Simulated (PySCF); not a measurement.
How methods differ on the ionisation energy of Ne⁺

Ne⁺ [He] 2s2 2p5 (2P) → Ne²⁺ [He] 2s2 2p4 (3P), as a difference of total energies. Computed with PySCF 2.14 in def2-TZVP, with no relativity, point nucleus. Correlated levels: valence: 1s2 frozen. The calculations carry no spin-orbit coupling.

**Question.** Order these methods by the ionisation energy they give, lowest first.
A. CCSD(T) (valence)
B. CCSD (valence)
C. MP2 (valence)
D. r2SCAN

**Answer.** B (40.661 eV), A (40.684 eV), C (40.726 eV), D (41.137 eV).

Errors of the correlated levels include the incompleteness of this basis and the frozen core.

For comparison: 40.963 eV (measured; NIST Atomic Spectra Database, ionization energies).
